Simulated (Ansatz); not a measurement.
Breaking a bond: SMILES [F][Ba][F]. The Ba1–F3 bond (Ba1 also carries F; F3 carries nothing else) is stretched with both fragments frozen at the PBE0/def2-TZVP, def2 effective core potentials past Kr optimised geometry.

Levels of theory: UKS-PBE0 = unrestricted PBE0/def2-TZVP, def2 effective core potentials past Kr (Ansatz, an electronic-structure program); RKS-PBE0 = restricted PBE0/def2-TZVP, def2 effective core potentials past Kr (Ansatz); UKS-PBE = Ansatz with unrestricted PBE/def2-TZVP, def2 effective core potentials past Kr; RKS-PBE = restricted PBE/def2-TZVP, def2 effective core potentials past Kr (Ansatz).

Scanned distances (Å): 1.85, 1.96, 2.08, 2.16, 2.23, 2.30, 2.37, 2.50, 2.68, 2.91, 3.27, 3.66, 4.13, 4.64, 5.46, 6.42.

Problem. Where does the unrestricted solution first break spin symmetry (<S²> of 0.01 or more)?

Solution. UKS-PBE0: between 4.13 and 4.64 Å; UKS-PBE: between 3.66 and 4.13 Å.

```tsv
R / Å	<S²> UKS-PBE0	E(RKS-PBE0) − E(UKS-PBE0) / kJ/mol	<S²> UKS-PBE	E(RKS-PBE) − E(UKS-PBE) / kJ/mol
1.85	0.00	0.0	0.00	0.0
1.96	0.00	0.0	0.00	0.0
2.08	0.00	0.0	0.00	0.0
2.16	0.00	0.0	0.00	0.0
2.23	0.00	0.0	0.00	0.0
2.30	0.00	0.0	0.00	0.0
2.37	0.00	0.0	0.00	0.0
2.50	0.00	0.0	0.00	0.0
2.68	0.00	0.0	0.00	0.0
2.91	0.00	0.0	0.00	0.0
3.27	0.00	0.0	0.00	0.0
3.66	0.00	0.0	0.00	0.0
4.13	0.00	0.0	0.03	0.0
4.64	0.17	2.7	0.21	2.9
5.46	0.35	15.1	0.37	10.0
6.42	0.46	27.6	0.45	16.2
```
